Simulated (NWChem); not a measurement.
Everything below was run with NWChem. System: HBCl, charge 0, spin multiplicity 2, at a geometry optimised with UPBE/def2-SVP. The structure started from a generated list of species. Its SCF solution wasn't tested for a lower state. Level: ROCCSD(T)/def2-TZVP, 6 core orbitals frozen.

Job file:

```
start mol
memory heap 100 mb stack 700 mb global 1900 mb
geometry units angstroms nocenter noautoz
  B      1.157234    -0.468129     0.000000
  Cl    -0.465558     0.122110     0.000000
  H      2.128322     0.264774     0.000000
  symmetry group Cs
end
basis spherical
  * library def2-tzvp
end
scf
  rohf
  nopen 1
  maxiter 100
  thresh 1e-7
  semidirect memsize 60000000 filesize 0
  # guess.movecs holds the orbitals of an unrestricted PBE0 run
  vectors input guess.movecs output mol.movecs
end
tce
  freeze core 6
  ccsd(t)
  2eorb
  2emet 13
  thresh 1e-6
  maxiter 100
  tilesize 24
end
task tce energy
```

Output (cleaned and shortened):

```
             Northwest Computational Chemistry Package (NWChem) 7.3.0
             --------------------------------------------------------

                                NWChem Input Module
                                -------------------

 Scaling coordinates for geometry "geometry" by  1.889725989
 (inverse scale =  0.529177249)

 Turning off AUTOSYM since
 SYMMETRY directive was detected!

                             Geometry "geometry" -> ""
                             -------------------------

 Output coordinates in angstroms (scale by  1.889725989 to convert to a.u.)

  No.       Tag          Charge          X              Y              Z
 ---- ---------------- ---------- -------------- -------------- --------------
    1 B                    5.0000     1.15723400    -0.46812900     0.00000000
    2 Cl                  17.0000    -0.46555800     0.12211000     0.00000000
    3 H                    1.0000     2.12832200     0.26477400     0.00000000

 Effective nuclear repulsion energy (a.u.)      31.6859532530

            Nuclear Dipole moment (a.u.)
            ----------------------------
        X                 Y               Z
 ---------------- ---------------- ----------------
     0.0000113384    -0.0000018897     0.0000000000

      Symmetry information
      --------------------

 Group name             Cs
 Group number              2
 Group order               2
 No. of unique centers     3

      Symmetry unique atoms

     1    2    3


 Summary of "ao basis" -> "" (spherical)
 ------------------------------------------------------------------------------
       Tag                 Description            Shells   Functions and Types
 ---------------- ------------------------------  ------  ---------------------
 *                         def2-tzvp                  on all atoms

 Summary of "ao basis" -> "ao basis" (spherical)
 ------------------------------------------------------------------------------
       Tag                 Description            Shells   Functions and Types
 ---------------- ------------------------------  ------  ---------------------
[...]
     T(R) DIIS level shift : 0.00D+00
     T(I) DIIS level shift : 0.00D+00
   CC-T/L Amplitude update :  5-th order DIIS
                I/O scheme : Global Array Library
        L-threshold :  0.10D-05
        EOM-threshold :  0.10D-05
 no EOMCCSD initial starts read in
 TCE RESTART OPTIONS
 SLICE:      F
 D4D5:       F
 quantumc:   F
 qrotation:  F
 pwtce:      F
 qducc:      F
 nacto:                         0
 nrotv:                         0
 nrot:                          0

            Memory Information
            ------------------
          Available GA space size is     249025848 doubles
          Available MA space size is     104850348 doubles

 Maximum block size supplied by input
 Maximum block size        24 doubles

 tile_dim =     21

 -------------------------------------------------
   1    alpha     a'     4 doubles       0       1
   2    alpha     a'     1 doubles       4       2
   3    alpha     a"     1 doubles       5       3
   4    beta      a'     4 doubles       6       4
   5    beta      a"     1 doubles      10       5
   6    alpha     a'    20 doubles      11       6
   7    alpha     a'    21 doubles      31       7
   8    alpha     a"    21 doubles      52       8
   9    beta      a'     1 doubles      73       9
  10    beta      a'    20 doubles      74      10
  11    beta      a'    21 doubles      94      11
  12    beta      a"    21 doubles     115      12

 Global array virtual files algorithm will be used

 Parallel file system coherency ......... OK

 4-electron integrals stored in orbital form

 v2    file size   =          2973127
 4-index algorithm nr.  13 is used
 imaxsize =       30
 imaxsize ichop =        0


CCSD iterations
 ---------------------------------------------------------
 Iter          Residuum       Correlation     Cpu    Wall
 ---------------------------------------------------------
    1   0.1373718499131  -0.2628579992242     0.4     0.4
    2   0.0344564539650  -0.2816352886344     0.4     0.4
    3   0.0118645785220  -0.2867381587143     0.5     0.5
    4   0.0048587063055  -0.2880140819641     0.5     0.5
    5   0.0026884974849  -0.2884243415044     0.5     0.5
    6   0.0014426888978  -0.2886621914555     0.5     0.5
    7   0.0006503164985  -0.2887320107118     0.5     0.5
    8   0.0004674343781  -0.2887248219429     0.5     0.5
    9   0.0002558003132  -0.2887426556059     0.5     0.5
   10   0.0002000414813  -0.2887414751209     0.5     0.5
   11   0.0000384744164  -0.2887520177775     0.4     0.4
   12   0.0000219984658  -0.2887539013462     0.4     0.4
   13   0.0000122842224  -0.2887540297554     0.4     0.4
   14   0.0000094836715  -0.2887541584806     0.4     0.4
   15   0.0000055944817  -0.2887540001278     0.4     0.4
   16   0.0000017440695  -0.2887539423952     0.5     0.5
   17   0.0000008021608  -0.2887540260358     0.5     0.5
 -----------------------------------------------------------------
 Iterations converged
 CCSD correlation energy / hartree =        -0.288754026035833
 CCSD total energy / hartree       =      -485.037309288177312

 Singles contributions

 Doubles contributions
 CCSD(T)
 Using plain CCSD(T) code
             total no. of tasks          373
 total no. of tasks / no. procs          373
                         wl_min            4           1.3
                         wl_max       592704           9.2
        thresh for no. of tasks          373

 CCSD[T]  correction energy / hartree =        -0.012710362908552
 CCSD[T] correlation energy / hartree =        -0.301464388944385
 CCSD[T] total energy / hartree       =      -485.050019651085847
 CCSD(T)  correction energy / hartree =        -0.012346417398020
 CCSD(T) correlation energy / hartree =        -0.301100443433853
 CCSD(T) total energy / hartree       =      -485.049655705575333

 Task  times  cpu:       24.6s     wall:       24.6s

 Total times  cpu:       24.6s     wall:       24.6s
```
